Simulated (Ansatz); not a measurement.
Geometry optimisation, RKS LDA/def2-mTZVP in Ansatz 0.2.0.

The input (input.yaml):

```yaml
crystal:
  periodic: [false, false, false]
  atoms:
    - { symbol: Si, position_ang: [-0.365177, -0.717864, -0.050908] }
    - { symbol: O, position_ang: [0.814944, 0.158871, 0.830846] }
    - { symbol: Cl, position_ang: [0.469591, -1.111311, -1.856753] }
    - { symbol: Cl, position_ang: [-0.715015, -2.457493, 0.977963] }
    - { symbol: H, position_ang: [-1.648324, -0.000271, -0.203672] }
    - { symbol: H, position_ang: [0.695302, 2.02022, -0.445071] }
    - { symbol: F, position_ang: [0.000597, 2.063329, -1.052027] }
    - { symbol: H, position_ang: [0.748082, 0.044519, 1.799622] }
basis:
  gaussian: { orbitals: def2-mTZVP }
hamiltonian:
  xc: lda
relax:
  f_tol: 0.03
  max_steps: 50
```

Run as:

```bash
$ ansatz run input.yaml --threads 4 --pin off --max-ram 5120MiB --backend cpu --events-out ev --progress --plain --runs-dir out
```

Q: Where does it end, and by what steps?

A: The forces met the threshold. The force dipped under the threshold on the way, but the program's further checks kept it going. After 26 steps the energy has fallen by 0.312 eV; H8 moved furthest, 1.12 Å.

| step | energy less start (eV) | largest force component (eV/Å) | accepted |
| --- | --- | --- | --- |
| 0 | 0.0000 | 1.189 | yes |
| 1 | -0.1338 | 0.735 | yes |
| 2 | -0.1989 | 0.926 | yes |
| 3 | -0.2161 | 1.280 | yes |
| 4 | -0.2410 | 0.305 | yes |
| 5 | -0.2471 | 0.135 | yes |
| 6 | -0.2522 | 0.201 | yes |
| 7 | -0.2562 | 0.155 | yes |
| 8 | -0.2627 | 0.354 | yes |
| 9 | -0.2690 | 0.494 | yes |
| 10 | -0.2815 | 0.272 | yes |
| 11 | -0.2922 | 0.318 | yes |
| 12 | -0.2510 | 0.943 | no |
| 13 | -0.3046 | 0.120 | yes |
| 14 | -0.3082 | 0.124 | yes |
| 15 | -0.3090 | 0.073 | yes |
| 16 | -0.3082 | 0.356 | no |
| 17 | -0.3098 | 0.032 | yes |
| 18 | -0.3093 | 0.166 | no |
| 19 | -0.3102 | 0.029 | yes |
| 20 | -0.3105 | 0.040 | yes |
| 21 | -0.3107 | 0.040 | yes |
| 22 | -0.3110 | 0.105 | yes |
| 23 | -0.3111 | 0.083 | yes |
| 24 | -0.3114 | 0.015 | yes |
| 25 | -0.3115 | 0.038 | yes |
| 26 | -0.3116 | 0.028 | yes |

```xyz
8
Properties=species:S:1:pos:R:3
Si -0.418 -0.843 -0.172
O 0.556 0.330 0.457
Cl 0.587 -1.874 -1.614
Cl -0.945 -2.142 1.309
H -1.590 -0.138 -0.725
H 0.323 1.852 0.082
F 0.090 2.736 -0.222
H 1.399 0.080 0.885
```

The run took 38 s on 4 threads of Arm Neoverse N1 (shared host), peak memory 0.16 GiB.
